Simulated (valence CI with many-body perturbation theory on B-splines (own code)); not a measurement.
# Forbidden lines of Cs22+

Level of theory: configuration interaction combined with many-body perturbation theory (CI+MBPT): five valence electrons over a frozen Dirac-Fock core [Ar] 3d10, a basis of 11 s, 11 p, 10 d, 8 f, 5 g, 2 h functions for each j, with the one-electron correlation potential Σ1 (screened to all orders), the two-electron term Σ2, the three-electron term Σ3, Breit, model QED; selected single and double excitations, second order for the rest, scaled by the run's own slope (own B-spline code, finite nucleus).

No measured levels were compared; by estimate levels hold to about 250 cm⁻¹ or 0.2 % of their energy and the worst to 1 %, as in measured heavy ions of charge 2 to 7; those with d or f electrons hold less well. Among the levels kept, up to 2100 cm⁻¹ of a level comes from second order outside the variational space, and about a tenth of that is noise between levels of different J, which matters for small intervals.

Lines 1 to 20 of 20 in falling wavelength, among levels below 1865900 cm⁻¹, chosen from the decays that carry over 1 % of a level's rate. Wavelengths and rates use the calculated energies, so an error of 2000 cm⁻¹ moves a line at 3962 Å by 7.9 % and its rate by three times that or more. Electric multipoles are in the length gauge, E1 and E2 with the static RPA response of the core. S is in atomic units (e²a₀⁴ for E2 and M2, e²a₀⁶ for E3), for M1 in squared Bohr magnetons. Weak lines are less certain than strong ones. Lines between different terms over intervals too small for the method are left out, as are lines whose strength nearly cancels.

Levels are named by their leading jj configuration (3d3/2^4 stands for four electrons in 3d with j = 3/2), which in mixed levels can hold well under half, so a name can repeat and another be missing. Letters in brackets count levels of one name in rising energy.

```tsv
λ vac (Å)	Upper	Lower	Type	A (s⁻¹)	S (a.u.)
3962	(4s^2 4p1/2 4p3/2 4d5/2) J=9/2	(4s^2 4p1/2 4p3/2 4d5/2) J=7/2 [a]	M1	2.60e+01	5.99e-01
3820	(4s^2 4p1/2 4p3/2^2) J=5/2	(4s^2 4p1/2 4p3/2^2) J=3/2	M1	9.74e+01	1.21e+00
2914	(4s^2 4p1/2 4p3/2 4d5/2) J=9/2	(4s^2 4p1/2 4p3/2 4d3/2) J=7/2	M1	6.71e+02	6.16e+00
1143	(4s^2 4p3/2^2 4d5/2) J=9/2	(4s^2 4p1/2 4p3/2 4d5/2) J=7/2 [b]	M1	7.51e+03	4.16e+00
842.0	(4s^2 4p1/2 4p3/2 4d5/2) J=9/2	(4s^2 4p1/2^2 4d5/2) J=5/2	E2	6.01e+01	2.27e-01
823.6	(4s^2 4p1/2 4p3/2^2) J=3/2	(4s^2 4p1/2^2 4p3/2) J=3/2	M1	3.89e+04	3.22e+00
810.2	(4s^2 4p3/2^3) J=3/2	(4s^2 4p1/2 4p3/2^2) J=1/2	M1	9.86e+03	7.78e-01
713.2	(4s^2 4p3/2^2 4d5/2) J=9/2	(4s^2 4p1/2 4p3/2 4d5/2) J=9/2	M1	2.24e+04	3.02e+00
677.5	(4s^2 4p1/2 4p3/2^2) J=5/2	(4s^2 4p1/2^2 4p3/2) J=3/2	M1	7.45e+03	5.16e-01
677.5	(4s^2 4p1/2 4p3/2^2) J=5/2	(4s^2 4p1/2^2 4p3/2) J=3/2	E2	3.40e+02	2.60e-01
633.9	(4s^2 4p3/2^3) J=3/2	(4s^2 4p1/2 4p3/2^2) J=5/2	M1	1.80e+04	6.82e-01
604.4	(4s^2 4p3/2^2 4d5/2) J=9/2	(4s^2 4p1/2 4p3/2 4d5/2) J=7/2 [a]	M1	1.44e+04	1.18e+00
572.9	(4s^2 4p3/2^2 4d5/2) J=9/2	(4s^2 4p1/2 4p3/2 4d3/2) J=7/2	M1	8.88e+03	6.19e-01
549.7	(4s^2 4p1/2 4p3/2^2) J=1/2	(4s^2 4p1/2^2 4p3/2) J=3/2	M1	4.18e+04	5.15e-01
549.7	(4s^2 4p1/2 4p3/2^2) J=1/2	(4s^2 4p1/2^2 4p3/2) J=3/2	E2	6.55e+02	5.87e-02
543.7	(4s^2 4p3/2^3) J=3/2	(4s^2 4p1/2 4p3/2^2) J=3/2	M1	8.44e+04	2.01e+00
291.6	(4s^2 4p1/2 4p3/2 4d5/2) J=9/2	(4s 4p1/2^2 4p3/2^2) J=5/2	E2	2.89e+02	5.44e-03
207.0	(4s^2 4p3/2^2 4d5/2) J=9/2	(4s 4p1/2^2 4p3/2^2) J=5/2	E2	2.09e+03	7.08e-03
135.8	(4s^2 4p1/2 4p3/2 4d5/2) J=9/2	(4s^2 4p1/2 4p3/2^2) J=5/2	M2	7.79e+02	3.21e-04
113.1	(4s^2 4p1/2 4p3/2 4d5/2) J=9/2	(4s^2 4p1/2^2 4p3/2) J=3/2	E3	2.80e+01	2.11e-01
```
